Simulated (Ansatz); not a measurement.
A structure relaxed at PBE-D4/def2-SVP in Ansatz, charge 0, singlet:

Cartesian coordinates in Å:
```
Ti 0.171 -1.483 1.140
Ti 1.823 -0.447 2.214
Ti 0.292 1.160 0.960
Si -1.982 -0.192 -2.127
Si -1.775 -0.114 0.317
Si 0.193 -0.402 -1.235
Si -0.969 1.792 -1.085
Si 2.246 -0.313 -0.185
```

Give its formula.

Ti₃Si₅.

Summarise the bond lengths by kind (pairs closer than 1.2 times the sum of covalent radii, bridged metal pairs left out).

8 × Si–Ti 2.44 to 2.73 Å; 7 × Si–Si 2.31 to 2.52 Å; 3 × Ti–Ti 2.23 to 2.65 Å.

The restricted singlet is unstable towards broken spin symmetry in Hartree–Fock (as tested in another run); at PBE-D4/def2-SVP this wasn't settled. The relaxation made no stability test and no search for a lower SCF solution. At PBE-D4/def2-SVP a triplet of charge 0 lies 0.45 eV below the restricted singlet, each at its own geometry. The structure comes from a short search, and lower isomers may exist.
